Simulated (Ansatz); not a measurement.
Question: Name a neutral molecule of C, F, Si and H with HOMO–LUMO gap (PBE0/def2-TZVPP) between 7.45 and 7.75 eV and HOMO energy (ωB97M-V/def2-TZVPP) between -10.70 and -10.40 eV (Ansatz, PBE0-D4/def2-TZVP geometry).

Answer: `C=C[SiH](C)F` (7.57 eV, -10.50 eV). Other molecules can fit too; these were computed, each in one conformer that needn't be the lowest.
